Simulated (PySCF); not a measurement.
# Exercise with solution: oscillator strength and radiative lifetime

CH6BOP, SMILES COBP.

The structure is a stationary point at B3LYP-D3(BJ)/def2-SVP. One conformer was computed; it need not be the lowest.

TDA-LC-ωPBE/def2-SVPD (PySCF) puts the first singlet state with f over 0.02 at 5.78 eV (vertical), with the transition dipole (0.155, 0.031, 0.506) in atomic units.

**Question.** Find the oscillator strength, the wavelength and the radiative lifetime that this transition would have in vacuum if emission retraced absorption.

**Answer.** 
|μ|² = 0.2810 au, so |μ| = 1.35 D. ΔE = 5.78/27.211 = 0.2124 hartree. f = (2/3) ΔE |μ|² = 0.040 (the program prints 0.040).
λ = 1239.84/5.78 = 215 nm; ν = 46619 cm⁻¹.
Einstein's coefficient A = 0.6670 ν² f s⁻¹ (ν in cm⁻¹) = 5.8e7 s⁻¹, so τ = 1/A = 17 ns. This state is S1. The figure is the radiative limit of this one transition; relaxation, internal conversion, crossing to triplets and a medium change what is measured.
